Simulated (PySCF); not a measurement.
## C₆ coefficients of unlike pairs at CAM-B3LYP

Calculated with PySCF 2.14 from the dipole response of each species, C₆(A,B) = (3/π) ∫ α_A(iu) α_B(iu) du, in atomic units, from isotropic polarisabilities. For ions this is the dispersion term alone; charge-induced terms of lower order in 1/R come first.

```
species           configuration                                                                                      basis      relativity  α (bohr³)  C₆ (like pair)
    I²⁺  [Kr] 4d10 5s2 5p3 (4S)                                                            aug-cc-pwCVTZ-DK3 (10s9p7d4f1g)   spin-free X2C      13.61           94.99
   Cl²⁺       [Ne] 3s2 3p3 (4S)                                                              aug-cc-pCVQZ-DK (10s9p7d5f3g)   spin-free X2C      5.826           20.71
   Se³⁺  [Ar] 3d10 4s2 4p1 (2P)  aug-cc-pVTZ-PP with one added diffuse shell each of s, d, f type with ECP10MDF (7s5p5d3f)  core potential      6.460           21.76
```

Estimate C₆ for Se³⁺ with Cl²⁺.

The integral gives 21.16. The combination rule 2 C_A C_B / (C_A α_B/α_A + C_B α_A/α_B) gives 21.16 and the geometric mean 21.23.

No spin-orbit coupling is included.

The other pairs:

```csv
pair,C₆
"Cl²⁺, I²⁺",44.22
"Se³⁺, I²⁺",45.39
```
